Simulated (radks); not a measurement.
The numbers below are computed, except where a source is named.
Question: Neutral palladium, [Kr] 4d10. Level of theory: non-relativistic Kohn-Sham, PBE, spin-polarised, spherical densities, point nucleus (a radial shooting solver on a logarithmic mesh with Libxc functionals). Every spin shell is full or empty, so the densities are truly spherical. Functionals are evaluated on that one density, not self-consistently. Rank these orbital-free kinetic functionals by their error against the exact value of the orbitals, and give that value: Thomas-Fermi, TF + vW, TF + vW/9, APBEK, revAPBEK, Perdew 92, Thakkar, Pearson, PG1.

Answer: Exact: 4937.64 hartree. From best to worst, with 100 (|E| - |E exact|)/|E exact| (equal figures are ties): APBEK +0.13, revAPBEK +0.32, Thakkar -0.54, Perdew 92 -0.67, TF + vW/9 -0.68, Pearson -0.94, Thomas-Fermi -5.43, PG1 +15.58, TF + vW +37.28.
